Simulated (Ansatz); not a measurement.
A nudged elastic band was laid between two geometries of BClH6OSi (10 atoms, charge 0, multiplicity 1).

Theory: RKS LDA/6-31G* in Ansatz.

```json
{
 "movable images": "9",
 "climbing image": "yes",
 "spring": "5.0 eV/Å²",
 "optimiser": "quadratic models (default)",
 "start path": "through a guess of the saddle point",
 "force threshold": "0.05 eV/Å",
 "iteration limit": "60",
 "end points": "relaxed"
}
```

Image 0:

```xyz
10
Properties=species:S:1:pos:R:3
B -0.083 -0.227 0.200
Cl -0.662 0.034 1.927
H 0.801 0.530 -0.121
H -1.011 -0.347 -0.589
O 0.526 -1.697 0.229
Si -0.759 -2.792 -0.184
H -0.230 -4.120 0.271
H -2.008 -2.429 0.543
H -0.865 -2.736 -1.667
H 0.952 -1.838 1.109
```

Image 10:

```xyz
10
Properties=species:S:1:pos:R:3
B 0.124 -0.262 -0.656
Cl 0.278 -1.091 3.167
H 0.628 0.725 -0.178
H -0.111 -0.402 -1.838
O -0.192 -1.266 0.199
Si -0.907 -2.770 -0.141
H 0.069 -3.823 0.271
H -2.160 -2.852 0.667
H -1.188 -2.819 -1.611
H 0.118 -1.063 1.840
```

Task: What changes between the two ends?

Result: Bonds broken: B1–Cl2, O5–H10. Bonds formed: Cl2–H10. BClH6OSi becomes BH5OSi + ClH.

Task: What energy profile does the band end with?

Result: The run converged. The highest image is number 3 of 0 to 10, 16.5 kcal/mol above the first end and 10.7 kcal/mol above the last; the last end lies 5.8 kcal/mol above the first. A vibrational analysis at the climbing image gives one clearly imaginary mode, 669i cm⁻¹: a first-order saddle point. The orbitals stay closed-shell, which can raise the energy where a bond breaks towards radicals; this wasn't checked here.

```tsv
image	path coordinate (Å)	energy (kcal/mol)	B1–Cl2 (Å)	O5–H10 (Å)	Cl2–H10 (Å)
0	0.00	0.0	1.84	0.99	2.60
1	0.53	0.5	1.84	0.99	2.42
2	1.06	4.0	1.91	1.03	1.97
3	1.59	16.5	2.19	1.41	1.45
4	2.05	12.2	2.60	1.81	1.33
5	2.51	10.4	3.00	1.91	1.32
6	2.97	9.2	3.26	1.83	1.32
7	3.43	7.9	3.46	1.75	1.33
8	3.90	6.7	3.63	1.70	1.33
9	4.36	5.9	3.76	1.68	1.33
10	4.82	5.8	3.91	1.68	1.34
```

Task: What is the geometry of the highest image?

Result: 
```xyz
10
Properties=species:S:1:pos:R:3
B 0.034 -0.314 -0.017
Cl -0.159 -0.030 2.144
H 0.960 0.414 -0.261
H -1.080 -0.110 -0.447
O 0.387 -1.717 0.226
Si -0.722 -2.895 -0.270
H -0.133 -4.213 0.120
H -2.036 -2.674 0.418
H -0.883 -2.806 -1.755
H 0.292 -1.278 1.561
```

Task: What are the harmonic wavenumbers there?

Result: 669i, 73, 117, 187, 375, 426, 604, 667, 682, 760, 795, 893, 894, 906, 971, 1014, 1050, 1207, 1575, 2185, 2210, 2220, 2526, 2649 cm⁻¹.

The band took 21 iterations and roughly 2.7 core-minutes.

Run time: 2.7 min on 1 thread of Intel(R) Xeon(R) 6975P-C (Granite Rapids), on a shared host, peak memory 0.13 GiB.
